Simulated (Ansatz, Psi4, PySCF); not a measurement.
phosphoric acid (H3O4P), singlet, at a GFN2-xTB geometry, atoms displaced at random by about 0.03 Å a coordinate. Base run: PySCF with PBE/STO-3G, gradient.

Here is a job for PySCF.
```python
from pyscf import gto, scf, dft

mol = gto.M(
    atom='''
O     0.49606967    0.06502130    1.47684166
P     0.09505801   -0.02754566   -0.02245510
O     1.16869786   -0.02766644   -1.03423533
O    -0.84615929   -1.23908430   -0.14545138
O    -0.95920651    1.19644279   -0.16873894
H     1.22521072    0.60032786    1.54714759
H    -0.36654419   -2.01570597   -0.33379223
H    -1.01090882    1.42776908   -1.17790774
''',
    basis='sto-3g',
    verbose=4,
)

mf = dft.RKS(mol)
mf.xc = 'pbe'
mf.kernel()
g = mf.nuc_grad_method()
grad = g.kernel()
```

Programs used: Ansatz (a program for electronic structure), Psi4, PySCF; a row that names a program was run with it.

The coordinate followed is y of atom 6.

The base run was repeated with changes; each row names its change, and settings that it needs were set with it.

| change | dE/dx (Eh/bohr) | net force (Eh/bohr) |
|---|---|---|
| base | -0.089161 | 0.000034 |
| conv_tol = 1e-11 | -0.089161 | 0.000034 |
| finite difference step (bohr) = 0.05; conv_tol = 1e-11 | -0.089125 | - |
| grids.level = 0; grid_response = on | -0.094313 | 0.000000 |
| code = ansatz | -0.089161 | 0.000000 |
| grids.level = 0; grid_response = off | -0.090516 | 0.015025 |
| grids.level = 5; grid_response = on | -0.089161 | 0.000000 |
| grids.level = 1; grid_response = on | -0.089033 | 0.000000 |
| finite difference step (bohr) = 0.2; conv_tol = 1e-11 | -0.088548 | - |
| grids.level = 1; grid_response = off | -0.089162 | 0.000403 |
| finite difference step (bohr) = 1e-5; conv_tol = 1e-11 | -0.089159 | - |
| code = psi4 | -0.089157 | 0.000124 |

The net force is zero for an exact gradient.
